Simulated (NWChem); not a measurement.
A series in which one site is exchanged, each optimised at PBE0/def2-SVP with NWChem, gas phase unless a solvent is named. Some are not confirmed as minima by frequencies. def2 effective core potentials on Sr, Cd, Te, Ba; no spin-orbit coupling.

A: [Br][Cd][Br] (CdBr₂; site = Cd)
B: [Br][Sr][Br] (SrBr2; site = Sr)
C: [Br][Ba][Br] (BaBr2; site = Ba)
D: [Te](Br)Br (TeBr₂; site = Te)

Values for A:

dipole (D), PBE0/def2-SVP: 0.00
orbital gap (eV), PBE0/def2-SVP: 6.03
static polarisability, PBE0/def2-SVPD (bohr³): 75.2
lowest singlet excitation, PBE0/def2-SVPD, TDA (eV): 4.70

Problem. How do these values change for the other members?

Solution. 
```json
[
 {"change from A": "dipole (D), PBE0/def2-SVP", "B": "+2.37", "C": "+6.64", "D": "+1.69"},
 {"change from A": "orbital gap (eV), PBE0/def2-SVP", "B": "-0.81", "C": "-1.06", "D": "-2.56"},
 {"change from A": "static polarisability, PBE0/def2-SVPD (bohr³)", "B": "+5.3", "C": "+15.0", "D": "+11.8"},
 {"change from A": "lowest singlet excitation, PBE0/def2-SVPD, TDA (eV)", "B": "-0.42", "C": "-0.53", "D": "-2.60"}
]
```
